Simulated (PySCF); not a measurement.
ClGe₂H₅, SMILES [Cl][GeH2][GeH3]. Atoms are numbered in the order given.

```xyz
8

Cl    -0.9502    -2.0533     0.0000
Ge     0.7235    -0.6339     0.0000
Ge    -0.2708     1.5900     0.0000
H      1.5629    -0.9368    -1.2705
H      1.5629    -0.9368     1.2705
H     -1.1489     1.7536     1.2647
H     -1.1489     1.7536    -1.2647
H      0.8383     2.6759     0.0000
```
Charge 0, spin multiplicity 1.

The structure is a stationary point at PBE-D3(BJ)/def2-SVP. This is a generated structure with no PubChem entry under its InChIKey; it may be hypothetical.

These are PBE-D3(BJ)/def2-SVP (PySCF) values and carry that method's errors.

Frequencies are harmonic and unscaled.

```csv
mode,ν (cm⁻¹),IR (km/mol),moving atoms (share of kinetic energy)
1,84,0.1,H 94 %
2,84,2.0,"Cl 52 %, Ge 42 %"
3,257,0.7,Ge 94 %
4,329,12.8,H 98 %
5,401,52.3,"Cl 67 %, Ge 32 %"
6,446,5.9,"H 90 %, Ge 9 %"
7,502,0.0,"H 90 %, Ge 10 %"
8,631,2.3,H 98 %
9,700,289.7,H 96 %
10,766,82.4,H 97 %
11,837,26.4,H 99 %
12,848,26.9,H 99 %
13,852,50.1,H 99 %
14,2062,98.5,H 99 %
15,2074,64.8,H 99 %
16,2079,68.1,H 98 %
17,2095,86.1,H 99 %
18,2105,120.6,H 98 %
```
